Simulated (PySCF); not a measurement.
C$_{2}$H$_{6}$BN, C$_{2}$H$_{5}$B$_{2}$, CH$_{5}$B$_{2}$Si (calculated)

Calculation on a computer-drawn molecule: the log of a Hartree-Fock and frozen-core CCSD(T) single point meant for a local Hartree-Fock minimum, with one planted fault or none, to be diagnosed. Offsets are logged minus clean, where the clean run is the same molecule without the fault. The reference is restricted for singlets and unrestricted otherwise, and also for a bond in bohr or an excited solution. Adding or removing an electron swaps singlet and doublet. The excited solution moves the top pair (singlet) or top alpha electron (doublet) to the lowest empty orbital. Highest occupied and lowest empty are orbital energies over both spins, largest force is the largest gradient component, triples share is (T) over the correlation energy, the T1 limit is 0.02 restricted and 0.045 unrestricted, electrons count all cores, a negative frequency is imaginary (commonest isotopes), and the dipole is about the centre of nuclear charge. Program: PySCF 2.14.0.

Common to all runs: meant multiplicity 1; logged SCF converged yes; logged CC converged yes; logged SCF stable within its kind yes; possible faults no fault, one electron removed, one electron added, multiplicity raised by two, geometry at a saddle point, SCF held on an excited solution, minimal basis STO-3G, one bond length entered in bohr, all coordinates scaled.

(1) C$_{2}$H$_{6}$BN

Logged structure:
```xyz
10
C2H6BN
B     -1.1298     2.0137     0.6341
C     -0.1977     1.2167    -0.0342
C      1.0641     0.8303     0.7031
N     -0.2936     0.6345    -1.3270
H     -1.9090     2.6298     1.2636
H      1.0939     1.2388     1.7154
H      1.1407    -0.2584     0.7657
H      1.9502     1.1994     0.1746
H     -1.1025     0.9481    -1.8316
H      0.5144     0.8654    -1.8823
```

- meant charge: 0
- meant basis: cc-pVDZ
- logged electrons: 29
- logged basis functions: 86
- logged spin squared: 0.7597
- logged highest occupied: -15.88 eV
- logged lowest empty: -5.3935 eV
- logged largest force: 0.075146 hartree/bohr
- logged T1 diagnostic: 0.024307
- logged D1 diagnostic: 0.14073
- logged triples share: 0.0312
- logged dipole magnitude: 3.0002 debye
- logged energy HF: -158.05159 hartree
- logged energy CCSD(T): -158.60522 hartree
- planted fault: one electron removed
- HF energy offset from clean run: 147.5 kcal/mol
- CCSD(T) energy offset from clean run: 168.9 kcal/mol

Drawn bonds:
```tsv
atom	other atom	order
1	2	2
2	3	1
2	4	1
1	5	1
3	6	1
3	7	1
3	8	1
4	9	1
4	10	1
```

(2) C$_{2}$H$_{5}$B$_{2}$

Logged structure:
```xyz
9
C2H5B2
B     -3.6770     0.0126    -0.2205
C     -2.3335    -0.4500    -0.2037
B     -1.8692    -0.8363    -1.4895
C     -1.4307    -0.5393     1.0676
H     -4.7869     0.3869    -0.2781
H     -1.5015    -1.1509    -2.5578
H     -1.3085     0.4516     1.4977
H     -1.8896    -1.2052     1.7941
H     -0.4502    -0.9296     0.8089
```

* meant charge: 1
* meant basis: cc-pVDZ
* logged electrons: 26
* logged basis functions: 81
* logged spin squared: 0
* logged highest occupied: -15.791 eV
* logged lowest empty: -4.7721 eV
* logged largest force: 2.686e-05 hartree/bohr
* logged lowest frequency: 37.9 cm⁻¹
* logged T1 diagnostic: 0.01375
* logged D1 diagnostic: 0.038005
* logged triples share: 0.036425
* logged dipole magnitude: 3.0889 debye
* logged energy HF: -127.6892 hartree
* logged energy CCSD(T): -128.14645 hartree
* planted fault: no fault
* HF energy offset from clean run: 0 kcal/mol
* CCSD(T) energy offset from clean run: 0 kcal/mol

Drawn bonds:
```tsv
atom	other atom	order
1	2	2
2	3	1
2	4	1
1	5	1
3	6	1
4	7	1
4	8	1
4	9	1
```

(3) CH$_{5}$B$_{2}$Si

Logged structure:
```xyz
9
CH5B2Si
B     -1.5000     1.0401    -0.0877
C     -1.1193    -0.3045     0.0480
B     -1.8656    -1.1260     0.9090
Si     0.4410    -0.9282    -0.9806
H     -1.7997     2.1661    -0.2160
H     -2.4838    -1.8172     1.6261
H      0.9099     0.2652    -1.6974
H      1.4069    -1.4189     0.0086
H     -0.0584    -1.9758    -1.8780
```

- meant charge: 1
- meant basis: cc-pV(D+d)Z
- logged electrons: 35
- logged basis functions: 90
- logged spin squared: 0.77
- logged highest occupied: -5.6913 eV
- logged lowest empty: 1.954 eV
- logged largest force: 0.069457 hartree/bohr
- logged T1 diagnostic: 0.050874
- logged D1 diagnostic: 0.29434
- logged triples share: 0.040914
- logged dipole magnitude: 1.9887 debye
- logged energy HF: -378.951 hartree
- logged energy CCSD(T): -379.39923 hartree
- planted fault: one electron added
- HF energy offset from clean run: -109 kcal/mol
- CCSD(T) energy offset from clean run: -126.8 kcal/mol

Drawn bonds:
```tsv
atom	other atom	order
1	2	2
2	3	1
2	4	1
1	5	1
3	6	1
4	7	1
4	8	1
4	9	1
```

Notes: T1 above single-reference limit.
